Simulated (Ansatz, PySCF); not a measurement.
Process, species as SMILES: C[SiH3] -> C[SiH2-] + H+
Geometries: B3LYP-D3(BJ)/def2-TZVP minima from Ansatz (a program for electronic structure).
Geometry of the first species:
```xyz
8

C      0.0034    -0.0064    -1.2421
Si    -0.0017     0.0033     0.6340
H      0.0118    -1.0282    -1.6256
H     -0.8824     0.4951    -1.6359
H      0.8840     0.5079    -1.6311
H     -0.0132     1.3943     1.1492
H     -1.2005    -0.6969     1.1567
H      1.2042    -0.6795     1.1632
```
Charge 0, spin multiplicity 1.

Property: gas-phase deprotonation energy (enthalpy at 298 K, with B3LYP-D3(BJ) rigid-rotor harmonic-oscillator terms from PySCF), in kcal/mol. Correlated levels leave the core frozen unless marked. No spin-orbit coupling. Non-relativistic. Anions need diffuse functions: def2-D sets add few; the other sets have none. Basis-set limits of correlation are two-point, X^-3; Hartree-Fock from the larger set. [CCSD(T)-MP2]/basis is that difference in the basis named.

RI-MP2/CBS(def2-TZVPPD,def2-QZVPPD)+[CCSD(T)-MP2]/def2-TZVPPD (Ansatz) gives 380.5 kcal/mol.

Problem. Another calculation gave 380.5 kcal/mol. Which level was it?
(A) HF/def2-TZVPD (PySCF)
(B) r2SCAN/def2-TZVPD (Ansatz)
(C) BHLYP/def2-TZVPD (Ansatz)
(D) wB97M-V/def2-TZVPD (Ansatz)

Solution. B, r2SCAN/def2-TZVPD (Ansatz). The others give 377.2 (wB97M-V), 388.5 (HF), 384.7 (BHLYP) kcal/mol.
